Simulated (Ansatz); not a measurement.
Geometry optimisation, UKS PBE/def2-SVP in Ansatz.

input.yaml

```yaml
crystal:
  periodic: [false, false, false]
  atoms:
    - { symbol: W, position_ang: [-0.162035, -0.023458, -0.005679] }
    - { symbol: H, position_ang: [0.500623, 0.394153, 2.798934] }
    - { symbol: F, position_ang: [1.733196, -0.018164, 0.293574] }
    - { symbol: F, position_ang: [-0.043918, 1.785396, 0.507015] }
    - { symbol: Cl, position_ang: [-2.476734, 0.197943, -0.000235] }
    - { symbol: Cl, position_ang: [-0.153613, -2.326075, 0.428149] }
    - { symbol: F, position_ang: [-0.090951, -0.232694, -1.841861] }
    - { symbol: O, position_ang: [-0.201999, -0.086285, 2.283918] }
    - { symbol: H, position_ang: [-0.158969, -1.031916, 2.553284] }
magnetization:
  spin_polarized: true
  initial_magnetization: 1
basis:
  gaussian: { orbitals: def2-SVP }
hamiltonian:
  xc: pbe
relax:
  f_tol: 0.03
  max_steps: 50
```

Run as:

```bash
$ ansatz run input.yaml --threads 4 --pin off --max-ram 5120MiB --backend cpu --events-out ev --progress --plain --runs-dir out
```

Q: Where does it end, and by what steps?

A: It converged. After 4 steps the energy has fallen by 0.020 eV; H2 moved furthest, 0.12 Å.

| step | energy less start (eV) | largest force component (eV/Å) | accepted |
| --- | --- | --- | --- |
| 0 | 0.0000 | 0.499 | yes |
| 1 | -0.0113 | 0.525 | yes |
| 2 | -0.0177 | 0.317 | yes |
| 3 | -0.0198 | 0.111 | yes |
| 4 | -0.0202 | 0.023 | yes |

```xyz
9
Properties=species:S:1:pos:R:3
W -0.177 -0.028 0.015
H 0.528 0.405 2.680
F 1.722 -0.017 0.328
F -0.070 1.770 0.559
Cl -2.490 0.210 -0.030
Cl -0.184 -2.330 0.434
F -0.056 -0.229 -1.821
O -0.213 -0.095 2.280
H -0.115 -1.028 2.571
```

Whether the end is a true minimum wasn't checked by a vibrational analysis.

The run took 34 s on 4 threads of Arm Neoverse V1, with other jobs on the host, peak memory 0.37 GiB.
